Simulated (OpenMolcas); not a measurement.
V4+ among 6 point charges of -2.2 e arranged as an octahedron (Oh).

| Property | Result |
| --- | --- |
| Program | OpenMolcas |
| Method | CASSCF |
| Basis | ANO-RCC-VDZP [5s4p2d1f] |
| Scalar Hamiltonian | DKH2, point nucleus |
| Active space | 1 electron in 5 orbitals (3d) |
| State averaging | 2S+1 = 2 even, 5 roots |
| Spin-orbit coupling | RASSI with atomic mean-field integrals over the reference wave functions |

All point charges move together. At R = 1.68 Å |10Dq| is 9811 cm-1, and at R = 1.91 Å it is 5401 cm-1.

A third run gives 7907 cm-1. What distance was it run at?

With a power law R^-n the two known points give n = -ln(5401 / 9811) / ln(1.91 / 1.68) = 4.65. Then R = 1.68 × (9811 / 7907)^(1/4.65) = 1.760 Å. The run was at 1.76 Å, so the estimate is off by 0 Å.

An orbital triplet at a regular site is open to Jahn-Teller coupling, which can distort the site and quench the lowest spin-orbit gaps and is left out. This field is weak: 10Dq is about 7907 cm-1, while octahedral complexes of 3d ions of charge 3 and more, computed by the same method with explicit ligands, had a median near 15000 cm-1. Ground spin and moment need not be those of a real site (figures for R = 1.76; the like holds for R = 1.91). Point charges carry no covalency, so the field is a model and not that of real ligands. No measured value stands beside these numbers.
